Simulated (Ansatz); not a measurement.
Computed with Ansatz.

C3H12GaNOSi (`CNCCO[SiH2][GaH2]`) at its PBE0-D4/def2-TZVP geometry, where that method's forces vanish. Total charge 0; spin multiplicity 1.

```json
{"atom": "C1", "x (Å)": "0.1774", "y (Å)": "0.1755", "z (Å)": "1.9005"}
{"atom": "N2", "x (Å)": "-0.7633", "y (Å)": "-0.1441", "z (Å)": "0.8245"}
{"atom": "C3", "x (Å)": "-1.0283", "y (Å)": "0.9906", "z (Å)": "-0.0828"}
{"atom": "C4", "x (Å)": "0.1628", "y (Å)": "1.4609", "z (Å)": "-0.9015"}
{"atom": "O5", "x (Å)": "0.5132", "y (Å)": "0.6150", "z (Å)": "-1.9555"}
{"atom": "Si6", "x (Å)": "1.2452", "y (Å)": "-0.8750", "z (Å)": "-1.6923"}
{"atom": "Ga7", "x (Å)": "-0.2471", "y (Å)": "-1.9919", "z (Å)": "-0.1682"}
{"atom": "H8", "x (Å)": "0.1788", "y (Å)": "-0.6391", "z (Å)": "2.6231"}
{"atom": "H9", "x (Å)": "1.1866", "y (Å)": "0.2619", "z (Å)": "1.4984"}
{"atom": "H10", "x (Å)": "-0.0865", "y (Å)": "1.1133", "z (Å)": "2.4017"}
{"atom": "H11", "x (Å)": "-1.6509", "y (Å)": "-0.3947", "z (Å)": "1.2477"}
{"atom": "H12", "x (Å)": "-1.8222", "y (Å)": "0.6839", "z (Å)": "-0.7678"}
{"atom": "H13", "x (Å)": "-1.3916", "y (Å)": "1.8434", "z (Å)": "0.5067"}
{"atom": "H14", "x (Å)": "1.0233", "y (Å)": "1.6585", "z (Å)": "-0.2447"}
{"atom": "H15", "x (Å)": "-0.1205", "y (Å)": "2.4264", "z (Å)": "-1.3338"}
{"atom": "H16", "x (Å)": "2.6222", "y (Å)": "-0.5968", "z (Å)": "-1.1592"}
{"atom": "H17", "x (Å)": "1.4319", "y (Å)": "-1.4367", "z (Å)": "-3.0576"}
{"atom": "H18", "x (Å)": "-1.6897", "y (Å)": "-2.3403", "z (Å)": "-0.7261"}
{"atom": "H19", "x (Å)": "0.2587", "y (Å)": "-2.8108", "z (Å)": "1.0868"}
```

Question: For each bond, give half the difference of the two atoms' forces along it (eV/Å; positive pushes the atoms apart) under PBE-D4, r2SCAN-D4, B3LYP-D4, ωB97M-V in def2-TZVPP. (Estimate.)

Answer: The calculation gave: 
| bond | length (Å) | PBE-D4 | r2SCAN-D4 | B3LYP-D4 | ωB97M-V |
| --- | --- | --- | --- | --- | --- |
| C1–H8 | 1.089 | 0.08 | -0.07 | -0.11 | -0.09 |
| C1–H9 | 1.090 | 0.09 | -0.06 | -0.10 | -0.08 |
| C1–H10 | 1.096 | 0.09 | -0.04 | -0.08 | -0.09 |
| N2–C3 | 1.477 | 0.10 | 0.20 | 0.18 | 0.14 |
| N2–Ga7 | 2.160 | -0.01 | -0.11 | 0.06 | -0.04 |
| N2–H11 | 1.015 | 0.20 | -0.04 | -0.12 | -0.10 |
| C3–H13 | 1.099 | 0.09 | -0.06 | -0.12 | -0.11 |
| C4–H15 | 1.095 | 0.09 | -0.07 | -0.17 | -0.14 |
| O5–Si6 | 1.681 | 0.29 | 0.00 | 0.05 | 0.06 |
| Si6–Ga7 | 2.408 | -0.13 | -0.03 | 0.10 | 0.01 |
| Si6–H16 | 1.503 | 0.06 | 0.00 | -0.09 | -0.11 |
| Si6–H17 | 1.488 | 0.07 | -0.01 | -0.14 | -0.14 |
| Ga7–H18 | 1.585 | 0.03 | -0.06 | -0.03 | -0.06 |
| Ga7–H19 | 1.582 | 0.02 | -0.07 | -0.04 | -0.06 |

B3LYP here is the variant with VWN-RPA as its local correlation; programs differ in this.
